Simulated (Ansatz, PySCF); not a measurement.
Isomers of AlH5OSi: 1 is [AlH2][O][SiH3], 2 is [OH][AlH][SiH3]; one conformer of each (the lowest of an xTB search), B3LYP-D3(BJ)/def2-TZVP minima.
Isomer 1 (charge 0, multiplicity 1):
| atom | x (Å) | y (Å) | z (Å) |
|---|---|---|---|
| Al | 1.8149 | -0.3379 | 0.3210 |
| O | 0.1850 | -0.0384 | 0.0146 |
| Si | -1.3935 | 0.2588 | -0.2487 |
| H | 2.1790 | -1.2993 | 1.5121 |
| H | 2.8799 | 0.3619 | -0.6016 |
| H | -1.5961 | 1.6896 | -0.5806 |
| H | -2.1888 | -0.0643 | 0.9604 |
| H | -1.8804 | -0.5704 | -1.3771 |
Isomer 2 (charge 0, multiplicity 1):
```csv
atom,x (Å),y (Å),z (Å)
O,2.0964,-0.6136,0.0666
Al,0.8676,0.5508,-0.1163
Si,-1.4305,-0.2727,0.0788
H,3.0335,-0.4180,0.0117
H,1.2734,2.0566,-0.3947
H,-2.1900,-0.0081,-1.1730
H,-2.1502,0.4343,1.1723
H,-1.5001,-1.7293,0.3546
```

No zero-point or thermal terms.

Rows in 3-21G, 6-311+G** carry no dispersion term and start afresh at each structure.

Programs: Ansatz (a quantum-chemistry and plane-wave program); PySCF for 3-21G rows, 6-311+G** rows, the dispersion terms. Each number belongs to the level named beside it.

### Question
One of these levels gives 20.89 kcal/mol for the electronic energy of isomer 2 less that of isomer 1. Name it.
(A) B3LYP-D3(BJ)/def2-TZVPP
(B) HF/3-21G
(C) B3LYP/6-311+G**

### Answer
C, B3LYP/6-311+G**. The others give 30.93 (HF/3-21G), 24.13 (B3LYP-D3(BJ)/def2-TZVPP)
